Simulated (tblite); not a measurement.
Start geometry of `OC[n+]1ccsc1` from a force field or distance geometry (Å):
```
atom  x, y, z in Å
O1    -2.1105   -0.2529    0.8601
C2    -1.4799   -0.3762   -0.3972
N3    -0.0708    0.0040   -0.1923
C4     0.9022   -0.8280    0.1379
C5     2.1141   -0.2189    0.2685
S6     2.0390    1.2927   -0.0349
C7     0.3600    1.2688   -0.3495
H8    -1.8557    0.6323    1.2268
H9    -1.5005   -1.4334   -0.7101
H10   -2.0072    0.3157   -1.0575
H11    0.7162   -1.9055    0.3079
H12    3.0603   -0.6660    0.5247
H13   -0.1717    2.1678   -0.6020
```

Task: What comes out of this run: GFN2-xTB geometry optimisation, gas phase (tblite)?

Result: 
```
atom  x, y, z in Å
O1    -1.9073   -0.8184    0.8033
C2    -1.4762   -0.1817   -0.3255
N3    -0.0323    0.1490   -0.2165
C4     0.8471   -0.7164    0.3601
C5     2.1201   -0.2576    0.3401
S6     2.2089    1.2773   -0.4242
C7     0.5416    1.2484   -0.6743
H8    -2.1889   -0.2107    1.4992
H9    -1.5806   -0.8880   -1.1598
H10   -2.0118    0.7447   -0.5622
H11    0.4845   -1.6420    0.7720
H12    2.9944   -0.7418    0.7288
H13   -0.0039    2.0378   -1.1588
```

The energy falls by 87.3 kJ/mol over 83 L-BFGS steps, the largest force on an atom goes from 7.53 to 0.009 eV/Å, and the atoms move by 0.511 Å rms after alignment. The bond that changes most is C5–S6 (aromatic CH next to a ring sulfur to ring sulfur), which lengthens by 0.173 Å. Bonds longer at the end by more than 0.005 Å: 3 of 13; shorter: 7. Among the angles that change most is O1–C2–H10, from 105.5° to 114.7°. Among the dihedrals that turn most is O1–C2–N3–C7, from -91° to -143°. Rotational constants go from 6155, 1513, 1329 to 6449, 1460, 1235 MHz. The orientation of the end geometry is arbitrary; only internal coordinates are fixed.

On one thread, Intel Xeon Platinum 8259CL at 2.50 GHz (x86_64), no GPU, shared host with 96 logical CPUs at a one-minute load of 55, this took 0.71 s of wall time.

Its GFN2-xTB frequencies are all real (lowest 49 cm⁻¹). 3 starts were optimised and ended at 0.00, 0.00 and 0.93 kcal/mol (GFN2-xTB); the lowest of these is shown.

One conformer stands for the species.

All values are computed, not measured.
